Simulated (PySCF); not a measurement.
**Question.** Write Cartesian coordinates for `B[C@H](BCl)B(Cl)Cl` as optimised with PBE0-D3(BJ)/def2-SVP.

**Answer.** 
```xyz
11
CH4B3Cl3 angstrom
B     -1.2472   -0.6956   -0.3960
C     -0.0094    0.2550   -0.4405
B      1.2087   -0.7007   -0.2428
Cl     2.4496   -0.7716   -1.4751
B     -0.0734    1.1507    0.8400
Cl    -0.1407    0.5186    2.4719
Cl    -0.0760    2.8950    0.6455
H     -2.0261   -0.6794   -1.3184
H     -1.4284   -1.4449    0.5306
H      0.0541    0.8653   -1.3490
H      1.3423   -1.4117    0.7160
```

Orientation and origin are arbitrary. Atoms count from 1 in this order. Of the pairs four or more bonds apart, Cl6···H11 is among the closest relative to their van der Waals radii: 3.00 Å, 102 % of the sum of Bondi's values. B3 (three-coordinate boron) is planar (angles 123.4°, 119.3° and 117.3°, sum 360.0°, 0.00 Å off the plane of its three neighbours). B1 (three-coordinate boron) is planar (angles 121.3°, 119.9° and 118.8°, sum 360.0°, 0.00 Å off the plane of its three neighbours). All 3 B–C bonds measure 1.561 to 1.564 Å.

Bonds between heavy atoms (Å): B1–C2 1.561, C2–B3 1.561, B3–Cl4 1.750, C2–B5 1.564, B5–Cl6 1.751, B5–Cl7 1.755.

Method used: PySCF 2.14.0, PBE0-D3(BJ)/def2-SVP geometry optimisation, gas phase.

Point group: C1 (no symmetry element, even within 0.4 Å). Stationary, but not proved a minimum. The numbers are those of one conformer (H–B1–C2–B3 -125° and 54°, B1–C2–B3–Cl4 121°, B1–C2–B5–Cl6 56°).

Time: 64 s of wall time; peak memory 0.52 GiB. Hardware: one thread, Arm Neoverse V2 (aarch64) (shared host). These figures are those of the optimisation.
